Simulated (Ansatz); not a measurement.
Start from `C[O][Cd][NH2]` and change one atom or group to get `C[O][Cd][Cl]`.

Ansatz, PBE0-D4/def2-TZVP geometries, multiplicity 1. Each molecule was computed in one conformer, which needn't be the lowest.

Elements past krypton have def2 core potentials.

```csv
property,`C[O][Cd][NH2]`
"ideal-gas entropy at 298 K and 1 bar (rigid rotor, harmonic PBE0-D4/def2-TZVP) / J/(mol·K)",350
LUMO energy (ωB97M-V/def2-TZVPP) / eV,0.66
LUMO energy (PBE/def2-TZVPP) / eV,-1.81
HOMO energy (B3LYP/def2-TZVPP) / eV,-6.79
zero-point energy (PBE0-D4/def2-TZVP) / kJ/mol,172.5
HOMO–LUMO gap (B3LYP/def2-TZVPP) / eV,5.51
```

Task: Give the same properties after the change, and the shifts. (An estimate is asked.)

Result: Computed: 
```csv
property,`C[O][Cd][Cl]`,shift
"ideal-gas entropy at 298 K and 1 bar (rigid rotor, harmonic PBE0-D4/def2-TZVP) / J/(mol·K)",342,-8
LUMO energy (ωB97M-V/def2-TZVPP) / eV,-0.03,-0.69
LUMO energy (PBE/def2-TZVPP) / eV,-2.69,-0.88
HOMO energy (B3LYP/def2-TZVPP) / eV,-7.29,-0.50
zero-point energy (PBE0-D4/def2-TZVP) / kJ/mol,110.2,-62.3
HOMO–LUMO gap (B3LYP/def2-TZVPP) / eV,5.16,-0.35
```

With PBE0 the HOMO falls by 0.50 eV and the LUMO falls by 0.86 eV, so the gap narrows by about 0.36 eV. PBE moves the HOMO by -0.50 eV and ωB97M-V by -0.48 eV. The zero-point energy changes by -62.3 kJ/mol with -6 modes.

B3LYP here is the variant with VWN-RPA as its local correlation; programs differ in this.
